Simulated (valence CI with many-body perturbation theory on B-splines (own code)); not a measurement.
Nb XXVIII: electric-dipole lines

Level of theory: configuration interaction combined with many-body perturbation theory (CI+MBPT): four valence electrons over a frozen Dirac-Fock core [Ne], a basis of 11 s, 11 p, 9 d, 7 f, 5 g, 2 h, 1 i functions for each j, with the one-electron correlation potential Σ1, the two-electron term Σ2, the three-electron term Σ3, Breit, model QED; selected CI, second order for the rest (own B-spline code, finite nucleus).

No measured spectrum was set against this ion. As an estimate, large intervals hold to a few tenths of a per cent, small ones and those within an open d or f shell to about a per cent.

Lines 201 to 231 of 231 in falling wavelength, among levels below 1975600 cm⁻¹, chosen from the strongest by gf and those to the six lowest levels. Wavelengths and rates use the calculated energies. Electric multipoles are in the length gauge, E1 and E2 with the static RPA response of the core. Weak lines are less certain than strong ones. Lines between different terms over intervals too small for the method are left out, as are lines whose strength nearly cancels. Where a level lies close to another of its J and parity, the split of strength between their lines is uncertain. The highest levels of a list are the least certain.

Names give the largest LS component (configuration and term), which can be under half, so a name can repeat, a term be missing and a line seem to break the LS rules; names also repeat where a configuration has a term twice. Letters in brackets count levels of one name in rising energy.

| λ vac (nm) | Upper | Lower | A (s⁻¹) | S (a.u.) |
| --- | --- | --- | --- | --- |
| 8.872 | 3s.3p2.3d 3P_2 | 3s.3p3 5S°_2 | 1.97e+10 | 3.40e-02 |
| 8.845 | 3s2.3p.3d 3P°_2 [b] | 3s2.3p2 1D_2 | 3.13e+09 | 5.35e-03 |
| 8.790 | 3p4 3P_1 [b] | 3s.3p3 5S°_2 | 1.83e+09 | 1.84e-03 |
| 8.762 | 3s.3p2.3d 3G_3 | 3s.3p3 5S°_2 | 6.18e+08 | 1.44e-03 |
| 8.738 | 3s2.3p.3d 3P°_1 | 3s2.3p2 3P_1 | 3.75e+10 | 3.71e-02 |
| 8.674 | 3s.3p2.3d 3F_2 [b] | 3s.3p3 3D°_1 | 6.69e+10 | 1.08e-01 |
| 8.660 | 3s.3p2.3d 1P_1 | 3s.3p3 3D°_2 | 1.78e+10 | 1.71e-02 |
| 8.647 | 3s.3p2.3d 3D_2 [d] | 3s.3p3 3D°_2 | 1.50e+10 | 2.40e-02 |
| 8.598 | 3s.3p2.3d 3D_2 [c] | 3s.3p3 3D°_1 | 2.16e+10 | 3.39e-02 |
| 8.588 | 3s2.3p.3d 3P°_2 [b] | 3s2.3p2 3P_1 | 3.65e+09 | 5.70e-03 |
| 8.475 | 3s2.3p.3d 1F°_3 | 3s2.3p2 1D_2 | 2.39e+10 | 5.03e-02 |
| 8.445 | 3s.3p2.3d 3D_3 [a] | 3s.3p3 5S°_2 | 2.62e+10 | 5.45e-02 |
| 8.377 | 3s.3p2.3d 1P_1 | 3s.3p3 3D°_1 | 1.33e+10 | 1.16e-02 |
| 8.299 | 3s.3p2.3d 3F_3 [a] | 3s.3p3 5S°_2 | 1.10e+09 | 2.16e-03 |
| 8.274 | 3s.3p2.3d 3D_1 [a] | 3s.3p3 5S°_2 | 1.68e+09 | 1.40e-03 |
| 8.260 | 3s.3p2.3d 3D_1 [b] | 3s.3p3 5S°_2 | 3.78e+08 | 3.15e-04 |
| 8.202 | 3s.3p3 1P°_1 | 3s2.3p2 3P_0 | 9.57e+07 | 7.82e-05 |
| 8.147 | 3s2.3p.3d 1P°_1 | 3s2.3p2 1D_2 | 8.00e+07 | 6.40e-05 |
| 8.099 | 3s.3p2.3d 3D_2 [a] | 3s.3p3 5S°_2 | 1.09e+09 | 1.42e-03 |
| 8.037 | 3s.3p2.3d 3D_1 [c] | 3s.3p3 5S°_2 | 1.42e+07 | 1.09e-05 |
| 7.970 | 3s.3p2.3d 3D_2 [b] | 3s.3p3 5S°_2 | 6.27e+06 | 7.83e-06 |
| 7.944 | 3s.3p2.3d 3D_3 [b] | 3s.3p3 5S°_2 | 1.57e+08 | 2.73e-04 |
| 7.931 | 3s.3p2.3d 3P_1 | 3s.3p3 5S°_2 | 6.68e+07 | 4.93e-05 |
| 7.928 | 3s2.3p.3d 1P°_1 | 3s2.3p2 3P_1 | 1.94e+09 | 1.43e-03 |
| 7.865 | 3s.3p2.3d 3F_2 [b] | 3s.3p3 5S°_2 | 3.51e+07 | 4.21e-05 |
| 7.803 | 3s.3p2.3d 3F_3 [b] | 3s.3p3 5S°_2 | 6.25e+09 | 1.03e-02 |
| 7.802 | 3s.3p2.3d 3D_2 [c] | 3s.3p3 5S°_2 | 3.13e+08 | 3.67e-04 |
| 7.775 | 3s2.3p.3d 3P°_1 | 3s2.3p2 3P_0 | 1.14e+08 | 7.93e-05 |
| 7.620 | 3s.3p2.3d 1P_1 | 3s.3p3 5S°_2 | 1.68e+09 | 1.10e-03 |
| 7.609 | 3s.3p2.3d 3D_2 [d] | 3s.3p3 5S°_2 | 4.62e+09 | 5.02e-03 |
| 7.127 | 3s2.3p.3d 1P°_1 | 3s2.3p2 3P_0 | 1.46e+09 | 7.82e-04 |
